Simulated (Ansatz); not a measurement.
Species: TlI, charge 0, singlet. TlI (SMILES [I][Tl]).
B3LYP-D3(BJ)/def2-TZVP minimum from Ansatz (a first-principles code):
```xyz
2

Tl     0.0000     0.0000    -1.1376
I      0.0000     0.0000     1.7386
```
Charge 0, spin multiplicity 1.

Quantity: atomisation energy (electronic, to ground-state atoms), in kcal/mol. Radicals and triplets start from unrestricted determinants; spin-orbit coupling is neglected. Cores are frozen in correlated methods (noble-gas shells, and filled d and f shells in the p block). Past Kr the def2 sets carry scalar-relativistic core potentials. CBS(X,Y): correlation extrapolated as X^-3, Hartree-Fock from the larger set. A bracket is a step between two methods taken in the basis named. For partners of very few electrons the exact lower level stands in for a higher one. Spin-orbit terms, left out, reach several kcal/mol for Br and I, and more for heavier atoms.

CCSD(T)/CBS(def2-TZVPP,def2-QZVPP) + [CCSDT(Q) - CCSD(T)]/def2-QZVPP + [CCSDTQ - CCSDT(Q)]/def2-SVP (Ansatz) gives 82.9 kcal/mol.

How far off this value is PBE/def2-TZVPD (Ansatz), in which direction, and how far these levels: PBE0/def2-TZVPD, wB97M-V/def2-TZVPD, B2PLYP/def2-TZVPD, CCSD(T)/CBS(def2-TZVPP,def2-QZVPP)?

PBE gives 85.2 kcal/mol, 2.3 kcal/mol above it. Differences of the others: PBE0/def2-TZVPD (Ansatz) 0.0; wB97M-V/def2-TZVPD (Ansatz) -2.9; B2PLYP/def2-TZVPD (Ansatz) -2.4; CCSD(T)/CBS(def2-TZVPP,def2-QZVPP) (Ansatz) -0.1 kcal/mol.
